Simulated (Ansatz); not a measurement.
ClGa, triplet, at a GFN2-xTB geometry (such geometries of metal compounds can be far from the true shape) (the spin is typed, not shown lowest). Base run: HF/6-31G run with Ansatz (a program for electronic structure).

Input for Ansatz:
Ansatz 0.2 input:
```yaml
crystal:
  periodic: [false, false, false]
  atoms:
    - {symbol: Ga, position_ang: [-0.00000000, -0.00000000, -0.78750881]}
    - {symbol: Cl, position_ang: [0.00000000, 0.00000000, 1.43604548]}
basis:
  gaussian:
    orbitals: 6-31G
hamiltonian:
  xc: hf
magnetization: {spin_polarized: true, initial_magnetization: 2}
```

Variants of this job, named by their change:

| change | ΔE vs base (eV) |
|---|---|
| base | 0.00 |
| occupation = up:A1:13 B1:5 B2:7 down:A1:12 A2:1 B1:5 B2:5 | 26.54 |
| occupation = up:A1:13 A2:1 B1:5 B2:6 down:A1:12 A2:1 B1:5 B2:5 | 0.00 |
| occupation = up:A1:14 B1:5 B2:6 down:A1:12 A2:1 B1:5 B2:5 | 21.86 |
| symmetry_tolerance_ang = 0.01 | 0.00 |
| occupation = up:A1:13 A2:2 B1:4 B2:6 down:A1:12 A2:1 B1:5 B2:5 | 77.05 |
| occupation = up:A1:14 A2:1 B1:5 B2:5 down:A1:12 A2:1 B1:5 B2:5 | 2.83 |
